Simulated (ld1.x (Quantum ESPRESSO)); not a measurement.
Debugging a pseudopotential input (Er, ld1.x (Quantum ESPRESSO) 7.5)

Command:

```bash
ld1.x < Er.in > Er.out
```

Input:

```
&input
   title='Er', zed=68., rel=2, dft='PBE', iswitch=3,
   config='[Xe] 4f12 5d0 6s1.5 6p0.5', rel_dist='average',
   nld=7, rlderiv=4.30, eminld=-2.0, emaxld=5.0, deld=0.02
 /
 &inputp
   pseudotype=2, tm=.true., lloc=1,
   nlcc=.false.,
   file_pseudopw='Er.UPF', file_wfcaegen='ae.wfc', file_wfcncgen='nc.wfc', file_beta='beta', file_chi='chi'
 /
4
6S  1  0   1.50   0.00  3.15  3.15  0.0
5D  3  2   0.00   0.00  2.40  2.40  0.0
4F  4  3  12.00   0.00  1.20  1.20  0.0
6P  2  1   0.50   0.00  0.15  0.15  0.0
 &test
   configts(1)='4f12 5d0 6s1.5 6p0.5'
 /
```

This is an input that runs to its end, with one change: radius of 6P set to 0.15 bohr.

Q: How does the run end?

A: The program stops in the test that follows the generation: "run_pseudo: Errors in PS-KS equation".

```

     ------------------- End of pseudopotential generation -------------------

 classical turning point too close to mesh           4           3          -4
     Computing logarithmic derivative in   4.31355

       Warning: n=1, l=0 expected 0 nodes, found 4
       Setting wfc to zero for this iteration
       (This warning will only be printed once per wavefunction)

       Warning: n=4, l=3 expected 0 nodes, found 1
       Setting wfc to zero for this iteration
       (This warning will only be printed once per wavefunction)

 %%%%%%%%%%%%%%%%%%%%%%%%%%%%%%%%%%%%%%%%%%%%%%%%%%%%%%%%%%%%%%%%%%%%%%%%%%%%%%
     Error in routine run_pseudo (1):
     Errors in PS-KS equation
 %%%%%%%%%%%%%%%%%%%%%%%%%%%%%%%%%%%%%%%%%%%%%%%%%%%%%%%%%%%%%%%%%%%%%%%%%%%%%%

     stopping ...
```
